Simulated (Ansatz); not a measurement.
Ga(I)(Me)2 (C₂H₆GaI), SMILES [CH3][Ga]([CH3])[I].

Geometry: PBE0-D3(BJ)/def2-SVP. The structure was generated by enumeration; whether it is a known compound was not checked. The def2 effective core potentials stand for the cores of I; spin–orbit coupling is left out.

Two levels are set side by side: PBE/def2-SVPD (Ansatz, a program for electronic structure) and CAM-B3LYP/def2-SVPD (Ansatz). Energy differences of separate SCF runs at the same geometry; the states with an electron removed or added have multiplicity 2 and 2. Differences are taken from unrounded values.

```json
[
 {"quantity": "vertical ionisation energy (eV)", "CAM-B3LYP": "9.26"},
 {"quantity": "vertical singlet–triplet gap (eV)", "CAM-B3LYP": "4.93"}
]
```

Problem. What does PBE give, and how far is it from CAM-B3LYP? (An estimate is asked for; the answer gives what the named calculation found.)

Solution. 
```csv
quantity,PBE,PBE minus CAM-B3LYP
vertical ionisation energy (eV),8.82,-0.44
vertical singlet–triplet gap (eV),4.31,-0.61
```
